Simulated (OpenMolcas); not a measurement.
**Cr3+: ligand-field states by method**

Cr3+ with its 6 nearest fluoride ions at 1.883 Å, on the Ge site of Cs2GeF6 (a = 9.021 Å, distance in the model lattice 1.804 Å). The rest of the host is ab initio model potentials to 7.6 Å and point charges beyond; the distance is set by hand and nothing relaxes, and no local charge compensation is placed. Ligand basis ANO-RCC-VDZP.

| Item | Value |
| --- | --- |
| Program | OpenMolcas |
| Basis | ANO-RCC-VTZP [6s5p3d2f1g] |
| Scalar Hamiltonian | DKH2, point nucleus |
| Active space | 3 electrons in 5 orbitals (3d) |
| State averaging | 2S+1 = 4 even, 10 roots; 2S+1 = 2 even, 40 roots |
| Spin-orbit coupling | RASSI with atomic mean-field integrals over the reference wave functions |

I. CASSCF
II. SS-CASPT2, IPEA 0.25 Eh, imaginary shift 0.1 Eh (closed shells correlated: 3s 3p and the ligand valence shells)

Spin-free states (labels of O, the rotations of Oh) in cm-1, each column counted from its own energy of the first state listed:

| State | Degeneracy | I | II |
| --- | --- | --- | --- |
| 4A2 | 1 | 0 | 0 |
| 4T2 | 3 | 16090 | 18050 |
| 2E | 2 | 19483 | 14680 |
| 2T1 | 3 | 20472 | 15570 |
| 4T1 | 3 | 25017 | 25370 |
| 2T2 | 3 | 27994 | 22080 |
| 2A1 | 1 | 32343 | 28820 |
| 2T2 | 3 | 35391 | 32840 |
| 2T1 | 3 | 36309 | 33430 |
| 2E | 2 | 38505 | 34170 |
| 4T1 | 3 | 39332 | 39100 |
| 2T1 | 3 | 42657 | 38680 |
| 2T2 | 3 | 50139 | 45850 |
| 2T1 | 3 | 51819 | 51800 |
| 2A2 | 1 | 53273 | 45850 |
| 2T2 | 3 | 55834 | 51610 |
| 2E | 2 | 60409 | 56850 |
| 2T1 | 3 | 63238 | 59390 |
| 2E | 2 | 81784 | 75640 |
| 2T2 | 3 | 84249 | 77610 |

From I to II, I's first state of the same spin (4T2) moves from 16090 to 18050 cm-1, by about +2000 cm-1.

From I to II, I's first state of another spin (2E) moves from 19483 to 14680 cm-1, by about -4800 cm-1.

I: A least-squares ligand-field fit to the states below 45000 cm-1, each weighted by its degeneracy and with a free common offset, gives 10Dq = 15999 cm-1, B = 1068 cm-1 and C = 3958 cm-1 (C/B = 3.71), with an rms deviation of 49 cm-1. The same method and metal basis give the free ion B = 1155 cm-1 (fit to its terms below 60000 cm-1, rms deviation 48 cm-1), so the nephelauxetic ratio is β = 1068 / 1155 = 0.92; it hangs on how both fits weigh the states, and computed free-ion B values tend to be too large, so β mixes covalency with correlation.

χT at 300 K: I 1.84, II 1.84 cm3 K/mol.

Roots that are degenerate in the reference are averaged as groups; the widest CASPT2 spread within a group is 130 cm-1 (the 2-fold group of multiplicity 2 near 34200 cm-1 above the lowest state of its run, II). Shifts and gaps below about the spread of the groups concerned are not significant. Over all roots computed the reference weight is 0.72 to 0.73 in II; a low but even weight reflects the number of correlated electrons. Ligand-to-metal charge-transfer states are missing. With no ligand orbital active B as a rule stays too high, so bands that hang on it stand too high and its fall with covalency is understated. Without dynamic correlation the repulsion within the d shell is too large (B by tens of per cent), so at a given field states of lower spin stand too high (holds for I). With metal d orbitals alone and no dynamic correlation 10Dq can be off by a tenth to a fifth, either way, in oxide and fluoride hosts (holds for I). With one d shell and no ligand orbital active, 10Dq can be off by a tenth or more (holds for II). No measured value stands beside these numbers; the geometry was set by hand and not optimised.
